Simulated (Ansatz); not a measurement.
`[SiH3]BBr`. Charge 0, multiplicity 1. All single points use the PBE0-D4/def2-TZVP geometry.

```xyz
7

Si    0.558   -0.316    0.602
B    -0.707    0.633   -0.645
Br   -1.404   -0.332   -2.128
H     1.727   -0.814   -0.174
H    -0.140   -1.489    1.197
H     1.047    0.558    1.701
H    -1.080    1.761   -0.554
```

(1) What is the dipole moment at B3LYP/def2-TZVPP? (Best estimate.)

(2) And with PBE, r2SCAN, ωB97M-V? (Best estimate.)

(3) Give the Mulliken charges with B3LYP, PBE, ωB97M-V in def2-TZVPP. (Best estimate.)

## Answers

(1) The calculation gave: 0.46 D, with components (0.05, 0.37, 0.26) D in this frame, pointing from negative to positive charge.

(2) Ansatz gave: PBE 0.27 D, r2SCAN 0.42 D, ωB97M-V 0.51 D.

(3) The calculation gave: 
```
atom  B3LYP    PBE  ωB97M-V
 Si1   0.14   0.09     0.05
  B2   0.03   0.02    -0.06
 Br3  -0.06  -0.03    -0.04
  H4  -0.06  -0.04    -0.02
  H5  -0.06  -0.04    -0.02
  H6  -0.07  -0.06    -0.03
  H7   0.07   0.05     0.11
```

B3LYP here is the variant with VWN-RPA as its local correlation; programs differ in this.
